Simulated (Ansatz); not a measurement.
The first iterations of a band of BH3O2 + H2S (9 atoms, charge 0, multiplicity 1).

These are results of RKS PBE/6-31G* (Ansatz), not measurements.

* movable images: 9
* climbing image: yes
* spring: 5.0 eV/Å²
* optimiser: quadratic models (default)
* start path: through a guess of the saddle point
* force threshold: 0.05 eV/Å
* iteration limit: 60
* end points: relaxed

First end point:

```xyz
9
Properties=species:S:1:pos:R:3
B 0.100 -1.069 -0.038
O 0.002 -1.232 1.326
H -0.499 -0.507 1.752
H 0.689 -1.924 -0.648
O -0.414 -0.016 -0.754
H -0.858 0.643 -0.173
S -1.376 2.435 1.554
H -2.191 3.069 0.671
H -0.282 3.127 1.142
```

Last end point:

```xyz
9
Properties=species:S:1:pos:R:3
B -0.288 0.590 -0.323
O 0.116 -0.234 2.148
H -0.861 -0.282 2.141
H 0.805 0.191 -0.627
O -1.439 -0.150 -0.433
H -1.220 -1.069 -0.683
S -0.433 2.372 0.099
H -1.785 2.379 0.272
H 0.278 0.728 2.238
```

| iteration | highest image above the first end (eV) | largest band force component (eV/Å) |
| --- | --- | --- |
| 1 | 34.394 | 134.035 |
| 2 | 6.967 | 29.283 |
| 3 | 4.290 | 17.799 |
| 4 | 2.120 | 6.319 |
| 5 | 1.745 | 3.798 |
| 6 | 1.744 | 2.709 |
| 7 | 1.913 | 8.043 |
| 8 | 1.683 | 2.684 |
| 9 | 1.679 | 2.060 |
| 10 | 1.592 | 1.686 |
| 11 | 1.418 | 1.844 |
| 12 | 1.174 | 2.036 |

Task: Does the band converge within its limit, and where does its top end?

Result: The run converged. It ended after 37 iterations with the highest image 1.301 eV above the first end. Beside the main top the profile has a ripple of under 15 meV (maxima at images 1, 4, 7, 9), which may be a very shallow well or noise. Neighbouring images differ by up to 1.2 eV, so the band resolves the path poorly. A vibrational analysis at the climbing image gives one clearly imaginary mode, 996i cm⁻¹: a first-order saddle point. The orbitals stay closed-shell, which can raise the energy where a bond breaks towards radicals; this wasn't checked here.

Time of the run: 12 min on 1 thread of Arm Neoverse V1, with other jobs on the host, peak memory 0.12 GiB.
